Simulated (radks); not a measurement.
Bi4+, 79 electrons, occupied as [Xe] 4f14 5d10 6s1. Calculated with a radial shooting solver on a logarithmic mesh with Libxc functionals: Dirac Kohn-Sham, BLYP, spin-unpolarised, spherical densities, point nucleus.

Spin-orbit splittings of the eigenvalues, e(l+1/2) - e(l-1/2), with zeta = 2 splitting/(2l+1) and mean radii in bohr:

shell,occ.,splitting (eV),zeta (eV),<r> j=l-1/2,<r> j=l+1/2
2p,6,2321,1547,0.05388,0.06293
3p,6,519.6,346.4,0.1615,0.1780
3d,10,110.1,44.06,0.1545,0.1595
4p,6,128.1,85.40,0.3777,0.4125
4d,10,23.90,9.561,0.4161,0.4271
4f,14,5.494,1.570,0.4380,0.4441
5p,6,24.80,16.54,0.8839,0.9723
5d,10,3.110,1.244,1.186,1.224
